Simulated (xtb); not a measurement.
xtb input:

```bash
xtb mol.xyz --gfn 1 --sp --chrg -1 --uhf 0
```
mol.xyz:
```
7

F      1.83350573     1.22440610     0.41431631
Si     1.24399359    -0.09732221    -0.48491393
Si    -1.04054951     0.05240596     0.28593965
F     -1.96634673    -1.16597929    -0.34062161
H      1.52948997    -1.21470444     0.54471949
H     -1.41672742     0.02258543     1.75032365
H     -1.76541065     1.29510532    -0.17265557
```

Problem. Predict the final energy.

Solution. -15.93990 Eh (GFN1-xTB).

It need not be the lowest isomer of its formula. Whether it binds its extra electron was not tested at this geometry.
